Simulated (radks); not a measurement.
Values are calculated unless marked as measured or tabulated.
How relativity changes the ionisation of neutral xenon ([Xe]) to Xe+ ([Kr] 4d10 5s2 5p5). Spin-unpolarised spherical Kohn-Sham, BLYP, point nucleus unless stated (finite: rms radius 4.7859 fm), a radial shooting solver on a logarithmic mesh with Libxc functionals. A level marked "c x" has the speed of light scaled by that factor and shares open shells by 2j + 1; other Dirac levels either fill j = l - 1/2 first or share by 2j + 1.

\begin{tabular}{lrrrrr}
level & E(Xe) (hartree) & E(Xe+) (hartree) & IE (eV) & HOMO & <r> HOMO (bohr) \\ \hline
non-rel. & -7234.86165 & -7234.40699 & 12.372 & 5p & 2.339 \\
scalar-rel. & -7447.98081 & -7447.52693 & 12.351 & 5p & 2.321 \\
scalar-rel., finite nucleus & -7447.71678 & -7447.26289 & 12.351 & 5p & 2.321 \\
Dirac, 2j+1 shares & -7450.95200 & -7450.49687 & 12.385 & 5p3/2 & 2.363 \\
Dirac, low j first & -7450.95200 & -7450.51390 & 11.921 & 5p3/2 & 2.363 \\
Dirac, 2j+1 shares, finite nucleus & -7450.68700 & -7450.23186 & 12.385 & 5p3/2 & 2.363 \\
Dirac, c x 0.85 & -7543.89595 & -7543.44003 & 12.406 & 5p3/2 & 2.374 \\
Dirac, c x 1.5 & -7326.73486 & -7326.28022 & 12.371 & 5p3/2 & 2.349 \\
Dirac, c x 10 & -7236.86260 & -7236.40794 & 12.372 & 5p3/2 & 2.339 \\
\end{tabular}

NIST Atomic Spectra Database: 12.130 eV (measured). The relativistic part of the total energy of Xe is -215.8 hartree (Dirac, 2j+1 shares, finite nucleus), 3 % of the non-relativistic value. Spin polarisation and multiplet splitting of open shells are left out at every level.

Beside tabulated values, note that relativity, absent from the non-relativistic runs, is large for the heavy elements, and spin-unpolarised runs miss the spin-polarisation part of the exchange energy of open shells.
